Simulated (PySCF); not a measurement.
H₂ISi, SMILES [SiH2]I (connectivity only; charge and spin as stated), charge +1, multiplicity 1. Heavy atoms are numbered as in [SiH2:1][I:2]. Hydrogens are named by the atom that carries them.

Coordinates come from a B3LYP-D3(BJ)/def2-TZVP optimisation. The spin state was assumed, not searched. The isomer is the one that the SMILES or the coordinates give; other isomers of the formula were not compared. The def2 effective core potentials stand for the cores of I; spin–orbit coupling is left out.

The numbers are results of PySCF with PBE/def2-TZVPD, not measurements.

Mulliken values depend strongly on the basis, most of all with diffuse functions as here. ESP charges are fitted to the potential on shells at 1.4 to 2.0 van der Waals radii. Atomic charges (e), one atom of each kind:

```tsv
atom	ESP fit	Mulliken
Si1 (SiH2)	0.32	0.29
I2	0.41	0.43
H on Si1	0.13	0.14
```
